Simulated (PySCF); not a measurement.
## Electronic absorption of C2H11NSi4

Compound: C2H11NSi4.
Bonds: N1–C2 (triple), C2–Si3, Si3–Si4, Si4–Si5, Si5–C6, C6–Si7. Hydrogens: H8, H9 on Si3; H10, H11 on Si4; H12, H13 on Si5; H14, H15 on C6; H16, H17, H18 on Si7.

Level of theory: TDDFT wB97X-D/def2-SVPD, vertical, gas phase, core orbitals frozen in the response (PySCF). Geometry: PBE0-D3(BJ)/def2-SVP, one conformer, isolated molecule. Torsions of this conformer, `[N:1]#[C:2][SiH2:3][SiH2:4][SiH2:5][CH2:6][SiH3:7]`: C2–Si3–Si4–Si5 -48°, Si3–Si4–Si5–C6 -165°, Si4–Si5–C6–Si7 -51°.

```tsv
state	E (eV)	E (hartree)	f	main configurations (H = HOMO, L = LUMO)
S1	6.57	0.2415	0.041	H→L (44%), H→L+2 (18%)
S2	6.65	0.2442	0.039	H→L+1 (52%), H→L (18%), H→L+2 (8%)
S3	6.92	0.2544	0.121	H→L (19%), H→L+4 (17%), H→L+2 (14%)
S4	7.12	0.2616	0.090	H→L+2 (25%), H→L+4 (18%), H→L+1 (8%)
S5	7.18	0.2640	0.0076	H-4→L+1 (41%), H→L+4 (14%)
S6	7.29	0.2679	0.021	H-1→L (26%), H→L+2 (16%), H-1→L+1 (15%)
```

The lowest singlet comes at 189 nm (634 kJ/mol) in the vacuum ultraviolet; it is of moderate strength; its leading configuration is HOMO→LUMO (44%). The strongest level in the table is S3 at 6.92 eV (179 nm, f = 0.121). Löwdin shares by element: HOMO silicon 69% or more, carbon 8% or more (atoms not listed hold the other 23%); LUMO silicon 46% or more, carbon 11% or more (atoms not listed hold the other 43%). The listed states span 0.72 eV, and the widest gap between neighbours is 0.28 eV (S2 to S3). Weighted by f, the mean energy of these states is 6.93 eV. The oscillator strengths of these states sum to 0.319; summed over the whole spectrum of an exact calculation they would give the number of electrons, 86 (Thomas–Reiche–Kuhn). No computed singlet lies in the visible range (380 to 750 nm); the lowest, at 189 nm, stands 3.31 eV above its violet end (3.26 eV). Only the lowest 6 singlets were computed, as vertical energies without vibronic structure.
